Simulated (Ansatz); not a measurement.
# Energy profile

The step: SiH₂SOF₂ ([OH][Si]([F])([F])[SH]) → SiOF₂ ([O][Si]([F])[F]) + H₂S (still joined by a long Si–S bond); bonds formed: S2–H4; bonds broken: O3–H4; bonds weakened to dative contacts: Si1–S2 (atoms numbered as in the saddle structure below).

```csv
atom,x (Å),y (Å),z (Å)
Si1,-0.5339,0.2612,0.5857
S2,1.0492,-0.9754,-0.6099
O3,-1.4945,0.2571,-0.6095
H4,-0.1776,-0.6334,-1.2660
F5,0.2588,1.5404,1.0641
F6,-0.7718,-0.5798,1.8977
H7,1.6699,0.1298,-1.0622
```

Electronic energies by CCSD(T) at an estimated basis limit (MP2 extrapolated from triple and quadruple zeta, plus CCSD(T) − MP2 in triple zeta), on PBE0-D4/def2-TZVP structures; SiH₂SOF₂, closed shell; no counterpoise correction. Computed with Ansatz 0.2.0 (basis: def2-TZVPP and def2-QZVPP); correlated methods freeze the cores. Extrapolation: Hartree–Fock as exp(−7.88 √X), correlation as X^−2.97.

**Question.** Give the profile in kJ/mol, counted from the start structure. (To be estimated.)

**Answer.** Computed:
| point | kJ/mol |
| --- | --- |
| start structure | 0.0 |
| saddle | 228.0 |
| end structure | 206.9 |
| separated: SiOF₂ (linked as [O][Si]([F])[F]; Si1, O3, F5, F6; singlet) + H₂S (S2, H4, H7; singlet) | 291.2 |

No T1 diagnostic of these runs exceeds 0.016.

For scale, one of the runs: CCSD(T)/def2-TZVPP, 205 basis functions, launched by `ansatz run in.yaml --threads 4 --pin off --events-out ev --progress --plain --max-ram 9574MiB`. Hardware: 4 CPU threads of an AMD EPYC, shared host. Wall time 2.5 min; peak host memory 2.7 GiB.
